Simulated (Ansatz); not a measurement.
Input file for Ansatz (a program for electronic structure): R-wB97M-V/def2-TZVPPD on HCl (SMILES Cl) with ghost functions, monomers drawn apart or pushed together. Files ending in .json are basis or fitting sets from the Basis Set Exchange.

Ansatz 0.2 input:
```yaml
crystal:
  periodic: [false, false, false]
  atoms:
    - {symbol: Cl, position_ang: [0.18137012, 0.42715245, -0.08155604]}
    - {symbol: H, position_ang: [-0.08917065, -0.45574490, 0.81766539]}
basis:
  gaussian:
    orbitals: def2-TZVPPD.json
    ghost_atoms:
      - {symbol: Si, position_ang: [-0.05935163, 0.43285557, 4.78231912]}
      - {symbol: Cl, position_ang: [-0.51063494, -1.47643808, 4.08488884]}
      - {symbol: H, position_ang: [-0.15411615, 0.39347596, 6.25350907]}
      - {symbol: H, position_ang: [-1.04418384, 1.36780784, 4.21114718]}
      - {symbol: H, position_ang: [1.30888612, 0.76225681, 4.34664646]}
hamiltonian:
  xc: {name: wB97M-V}
scf: {lower_state_search: off}
```

Give the final energy of this run.

-460.7916 hartree.

How many basis functions does it have, and what does it roughly cost on one machine?

218 functions; around 9 core-seconds (rough).
